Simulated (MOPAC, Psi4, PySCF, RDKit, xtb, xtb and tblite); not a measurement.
Two geometries of C₄H₈O₂Se, SMILES COC(=O)CC[SeH], relaxed at GFN2-xTB with one dihedral held; other torsions can differ between them too.

Structure A

```
15

C      2.3001     0.7036     0.2560
O      0.9212     0.3817     0.3496
C      0.5908    -0.9100     0.2590
O      1.3909    -1.7890     0.0872
C     -0.8999    -1.1231     0.4141
C     -1.7221     0.1445     0.2758
Se    -1.1559     1.5215     1.5796
H      2.3817     1.7609     0.4938
H      2.6602     0.5075    -0.7560
H      2.8766     0.1027     0.9616
H     -1.2113    -1.8680    -0.3222
H     -1.0486    -1.5634     1.4054
H     -2.7757    -0.0609     0.4615
H     -1.6046     0.5791    -0.7178
H     -2.5013     1.8556     2.0203
```

Structure B

```
15

C     -2.2215     0.5859     0.4388
O     -0.8244     0.3185     0.4901
C     -0.4619    -0.9607     0.4406
O     -1.2472    -1.8738     0.3698
C      1.0381    -1.1183     0.5196
C      1.4250    -1.9511     1.7365
Se     0.9605    -3.8626     1.5529
H     -2.3250     1.6669     0.4740
H     -2.6484     0.1876    -0.4834
H     -2.7259     0.1229     1.2890
H      1.4906    -0.1275     0.5839
H      1.3840    -1.6141    -0.3903
H      2.5078    -1.9393     1.8754
H      0.9479    -1.5737     2.6425
H     -0.3948    -3.6279     1.1453
```

Task: Which is lower in energy at the level B3LYP-D3(BJ)/def2-SVP // GFN2-xTB (Psi4), and by how much?

Result: B is lower, by 1.15 kcal/mol (dihedral O2–C3–C5–C6: 15° in A, 120° in B).

E(B) − E(A) in kcal/mol at the other levels, on the same two geometries: GFN2-xTB (xtb and tblite) 0.62; B3LYP/def2-SVP // GFN2-xTB (Psi4) -1.63; PBE/def2-SVP // GFN2-xTB (Psi4) -1.62; PBE-D3(BJ)/def2-SVP // GFN2-xTB (Psi4) -1.38; UFF // GFN2-xTB (RDKit) -2.41; AM1, restricted, heats of formation // GFN2-xTB (MOPAC) -3.61; PM6, restricted, heats of formation // GFN2-xTB (MOPAC) -4.43; GFN1-xTB // GFN2-xTB (xtb) -1.62; restricted B3LYP/6-31G*, spherical d, density fitting // GFN2-xTB (PySCF) -1.64; restricted LDA (SVWN5)/6-31G*, spherical d, density fitting // GFN2-xTB (PySCF) -1.06; restricted MP2 (frozen core)/3-21G // GFN2-xTB (PySCF) 0.00; restricted B3LYP/3-21G, density fitting // GFN2-xTB (PySCF) -0.81.
